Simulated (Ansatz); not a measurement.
Molecule: sum formula SiN3H6, net charge 0, doublet state. It need not be the lowest isomer of its formula. 
Geometry from a B3LYP-D3(BJ)/def2-TZVP (Ansatz, an electronic-structure program) optimisation:
```
Si
N 1 1.7319
H 2 1.0080 1 120.75
H 2 1.0096 3 111.49 1 145.22
N 1 1.7319 2 107.61 3 152.25
H 5 1.0080 1 120.75 2 -92.05
H 5 1.0096 6 111.49 1 145.22
N 1 1.7319 2 107.61 3 -92.05
H 8 1.0080 1 120.75 2 152.25
H 8 1.0096 9 111.49 1 145.22
```
Charge 0, spin multiplicity 2.

Total electronic energies in hartree. Cores are frozen in the correlated levels unless marked. UHF or UKS for open shells. Spin-orbit coupling is left out. No relativistic terms. CBS(X,Y): correlation extrapolated as X^-3; Hartree-Fock from the larger set.

```tsv
level	program	energy (Eh)
HF/cc-pV(T+d)Z	Ansatz	-455.91736
HF/def2-QZVPPD	Ansatz	-455.93953
RI-HF/def2-QZVPP	Ansatz	-455.93889
RI-HF/def2-QZVPPD	Ansatz	-455.93942
PBE0-D4/def2-TZVPD	Ansatz + dftd4	-457.18542
MP2/def2-SVPD	Ansatz	-456.25965
CCSD/def2-TZVPP	Ansatz	-456.69719
CCSD/def2-TZVPPD	Ansatz	-456.70448
CCSD(T)/CBS(aug-cc-pV(T+d)Z,aug-cc-pV(Q+d)Z)	Ansatz	-456.8319
```

Totals of different functionals don't rank their quality; only differences between species are comparable.
